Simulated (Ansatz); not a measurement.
Calculated with Ansatz (gas phase, PBE0-D4/def2-TZVP geometries, no zero-point term in ΔE). CBS: MP2 limit from def2 TZ/QZ plus the TZ coupled-cluster correction, frozen cores. This one scheme is used for every species. Functionals use def2-TZVPP. B3LYP here is the variant with VWN-RPA as its local correlation; programs differ in this. Elements past krypton have def2 core potentials. For Sn outer-core shells are correlated without core-valence functions, which leaves a few kJ/mol of doubt a bond. One conformer a species, not always the lowest.

`[NH2][SnH2][F]` + CH₃OH → `C[O][SnH2][NH2]` + H–F  (ligand exchange at the Sn–F bond)

`[NH2][SnH2][F]`:

```xyz
7

N    -0.728   -0.733    0.775
Sn    0.286    0.637   -0.277
F     1.377   -0.259   -1.599
H    -1.386   -1.279    0.236
H    -0.151   -1.367    1.312
H     1.399    1.423    0.736
H    -0.798    1.577   -1.183
```

CH₃OH:

Cartesian coordinates in Å:
```
C -0.225 0.271 0.055
O 0.332 -0.838 -0.613
H -1.064 0.619 -0.548
H 0.488 1.098 0.157
H -0.606 0.011 1.050
H 1.075 -1.161 -0.101
```

`C[O][SnH2][NH2]`:

Cartesian coordinates in Å:
```
C -1.576 -0.826 -0.531
O -0.335 -1.341 -0.119
Sn 0.934 -0.161 0.803
N 1.141 1.442 -0.402
H -1.473 0.076 -1.147
H -2.082 -1.589 -1.131
H -2.230 -0.584 0.320
H 2.316 -1.145 0.938
H 0.235 0.392 2.260
H 1.905 1.403 -1.062
H 1.165 2.334 0.071
```

H–F:

```xyz
2

F     0.214   -0.094   -0.396
H    -0.214    0.094    0.396
```

Task: Is it downhill or uphill in electronic energy at CCSD(T)/CBS, and by how much? (Estimate.)

Result: Computed: Uphill: ΔE = +0.42 eV.

Task: What do these levels give: PBE0-D4, B3LYP-D4, r2SCAN, HF/def2-QZVPP, HF/CBS(def2), MP2/CBS(def2)? (Estimate.)

Result: The calculation gave: PBE0-D4 0.50, B3LYP-D4 0.52, r2SCAN 0.55, HF/def2-QZVPP 0.65, HF/CBS(def2) 0.65, MP2/CBS(def2) 0.38 eV.

Largest T1 diagnostic among the species: 0.013.

The D4 term adds −0.09 eV with B3LYP and −0.05 eV with PBE0; it sums over pairs of atoms, weighted by their polarisabilities, and B3LYP, whose exchange is more repulsive, gets the larger term. In def2-TZVPP, CCSD(T) changes the Hartree–Fock value by −0.22 eV (the triples alone add −0.03 eV) and MP2 by −0.26 eV.
